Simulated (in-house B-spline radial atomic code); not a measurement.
BLYP excitations of I5+

Method: BLYP. Computed with an all-electron radial atomic-structure program (B-spline basis): linear response of the closed shell [Kr] 4d10 5s2 with the functional's adiabatic kernel; scalar-relativistic (spin-free one-electron X2C), finite nucleus, no spin-orbit coupling, no double excitations, S, P, D and F terms only; shells from n = 3 respond. Only terms of natural parity with L up to 3 were computed.

Command:
```bash
python run_td.py task.json out
```
Settings (radii: box in bohr, nucleus in fm):
```
Z                        53
electrons                48
configuration            [Kr] 4d10 5s2
hamiltonian              x2c
method                   b88,lyp
box_radius               16.35
rms_radius               4.75
intervals                70
```

Time taken, with all properties: 2.7 s on 1 thread of Arm Neoverse N1 (shared host).

The lowest states, in the order of their Tamm-Dancoff energies; the method's threshold (minus the highest occupied level) is 69.09 eV. Labels give the largest channel, * marks a mixed state, and oscillator strengths are full-response dipole values. Semilocal kernels can invert the small singlet-triplet splittings of Rydberg terms. Energies in eV:

```
     state  full response  Tamm-Dancoff  oscillator strength
5s → 5p 3P         12.073        12.157                    -
5s → 5p 1P         16.185        16.834                 1.57
5s → 5d 3D              ?             ?                    -
5s → 5d 1D          32.06         32.09                    -
5s → 4f 3F          32.94         32.98                    -
5s → 4f 1F          34.18         34.18                    -
5s → 6s 3S          36.34         36.35                    -
5s → 6s 1S          37.28         37.32                    -
5s → 6p 3P          41.34         41.35                    -
5s → 6p 1P              ?             ?                    ?
5s → 5f 3F          48.45         48.45                    -
5s → 5f 1F          48.56         48.56                    -
5s → 6d 3D          48.57         48.58                    -
5s → 6d 1D          48.86         48.87                    -
5s → 7s 3S          50.44         50.44                    -
5s → 7s 1S          50.73         50.74                    -
```

Where does 5s → 5d 3D lie?

At 30.55 eV in full response, 30.58 eV in Tamm-Dancoff.

Where does 5s → 6p 1P lie?

At 41.73 eV in full response, 41.77 eV in Tamm-Dancoff, oscillator strength 0.0818.

How large is the singlet-triplet splitting of 5s → 5p (P terms) in Tamm-Dancoff?

4.68 eV, from the unrounded values.

What polarisabilities and dispersion coefficient does the method give?

Dipole 5.708 bohr³, quadrupole 11.02 bohr⁵, C6 20.93 hartree·bohr⁶ for two such species.
